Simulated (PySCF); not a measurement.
## `C=C(F)/C(F)=C\B(C)C`, C6H9BF2

Cartesian coordinates in Å; atom numbers follow the order of the lines, from 1:
```xyz
18

C     3.165   -0.597   -0.151
C     1.868   -0.300   -0.084
F     0.985   -0.877   -0.915
C     1.224    0.640    0.828
F     2.099    1.275    1.618
C    -0.089    0.879    0.874
B    -1.186    0.188   -0.014
C    -1.783   -1.198    0.417
C    -1.762    0.964   -1.253
H     3.533   -1.315   -0.884
H     3.857   -0.114    0.536
H    -0.404    1.654    1.584
H    -1.081   -1.840    0.968
H    -2.610   -0.962    1.116
H    -2.233   -1.759   -0.416
H    -2.804    0.704   -1.494
H    -1.149    0.621   -2.109
H    -1.647    2.057   -1.207
```

Computed with quadratic response CAM-B3LYP/aug-cc-pVDZ first hyperpolarisability, Taylor convention, gas phase in PySCF 2.14.0. Geometry: PBE0-D3(BJ)/def2-SVP.

Problem. Give the tensor of the static β(0;0,0) in the axes of these coordinates.

Solution. In au, Taylor convention; rows are the first index (the induced dipole):
|  | xx | yy | zz | xy | xz | yz |
| --- | --- | --- | --- | --- | --- | --- |
| x | -87.0 | -15.2 | +7.0 | +47.9 | +31.5 | +20.5 |
| y | +47.9 | -4.2 | +13.4 | -15.2 | +20.5 | +0.5 |
| z | +31.5 | +0.5 | +3.3 | +20.5 | +7.0 | +13.4 |

Norm of βᵢ = ⅓ Σⱼ (βᵢⱼⱼ + βⱼᵢⱼ + βⱼⱼᵢ): 116.5 au, hyper-Rayleigh value 55.4 au.
